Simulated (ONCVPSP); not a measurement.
Before and after: ONCV potential for Ta (Z = 73)

tantalum, optimised norm-conserving Vanderbilt (ONCV), made with ONCVPSP 4.0.1 (Wu-Cohen, scalar-relativistic). Core [Xe] 4f14, reference 5d3 6s1 (charge +1). Waves: 6s: rc 2.70 bohr, ncon 3, nbas 6, qcut 2.4 1/bohr, 2 projectors, debl 2.5 Ha; p scattering state at 0.19 Ha: rc 2.65 bohr, ncon 4, nbas 7, qcut 3.3 1/bohr, 3 projectors, debl 2.8 Ha; 5d: rc 2.00 bohr, ncon 4, nbas 7, qcut 5 1/bohr, 1 projector. Local part: polynomial inside 1.45 bohr (lpopt 5, dvloc0 -1 Ha). Core correction: Teter function, fcfact 3, rcfact 1.6.

In the p channel the program set the typed energies aside and used 0.050, 2.850, 5.650 Ha.

All-electron outer shells of the reference configuration (Wu-Cohen, scalar-relativistic, ld1.x):

| shell | level (eV) | outermost node (bohr) | outermost maximum (bohr) |
| --- | --- | --- | --- |
| 4f | -31.94 | – | 0.44 |
| 6s | -11.67 | 1.32 | 2.68 |
| 5d | -10.54 | 0.65 | 1.56 |

Change: core correction Teter function, fcfact 3, rcfact 1.64.

Cutoffs: the cutoffs (Ha) at which the residual kinetic energy of the hardest occupied pseudo-wave falls to 1 and 0.1 mHa per electron; they do not see the model core or the augmentation charge, which bear on the density cutoff. Errors are all-electron minus pseudo energies relative to the spin-unpolarised reference configuration.

Q: Predict the effect on cutoff, ghosts and configuration errors.

A: The potential gets neither clearly harder nor softer (12 Ha and 33 Ha → 12 Ha and 33 Ha); both files keep a bound ghost (s); of the 4 tests that both files solve, the error grows in 2 and shrinks in 0 by more than 15 % and 0.3 meV (median size 123.9 → 141.4 meV). A model core, the more so a compact one, raises the density cutoff, which this test does not measure.

```tsv
quantity	base	changed
cutoff, loose	12 Ha	12 Ha
cutoff, tight	33 Ha	33 Ha
bound ghosts	s	s
GHOST(+) flags under 300 eV	s at 96.0 eV, p at 103.6 eV	s at 96.0 eV, p at 103.6 eV
error for 5d3 6s2, meV [ΔE -8.52 eV]	-72	-88
error for 5d3 6s0, meV [ΔE 14.97 eV]	-176	-194
error for 5d2 6s0, meV [ΔE 38.57 eV]	-536	-582
error for 5d3 6s0 6p2, meV [ΔE 0.20 eV]	-53	-79
s: phases at 2.73 bohr within 0.05 rad from the reference energy up to (Ha; the scan ends near 5)	2.4	2.4
p: phases at 2.69 bohr within 0.05 rad from the reference energy up to (Ha; the scan ends near 5)	3.3	3.3
d: phases at 2.03 bohr within 0.05 rad from the reference energy up to (Ha; the scan ends near 5)	2.2	2.2
rms error of d²Exc/dni dnj with the model core, mHa	5.32	5.76
```

Base: The cutoffs count occupied waves only; projector 3 of the p channel, the hardest unoccupied one, needs 39 Ha at the loose tolerance. Changed file: The cutoffs count occupied waves only; projector 3 of the p channel, the hardest unoccupied one, needs 39 Ha at the loose tolerance. A true bound ghost makes a file unfit for plane-wave use even where its test errors are small: the radial tests pick states by their node count and pass the ghost by.
